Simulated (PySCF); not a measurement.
How methods differ on the ionisation energy of Xe

Xe [Xe] (1S) → Xe+ [Kr] 4d10 5s2 5p5 (2P), as a difference of total energies. Calculation: PySCF 2.14, in def2-QZVPPD with the def2 core potential (28 electrons); scalar relativity through the core potential. Correlated levels: valence: 4s2 4p6 4d10 frozen. The calculations carry no spin-orbit coupling.

```csv
method,ionisation energy (eV)
UHF,11.443
MP2 (valence),12.385
SCS-MP2 (valence),12.329
CCSD (valence),12.309
CCSD(T) (valence),12.359
```

Task: How much does correlation contribute at CCSD(T) (valence)?

Result: 12.359 − (11.443) = 0.916 eV, measured against UHF.

Errors of the correlated levels include the incompleteness of this basis and the frozen core.

For comparison: 12.565 eV (measured; NIST levels, between the centres of gravity of the two terms).
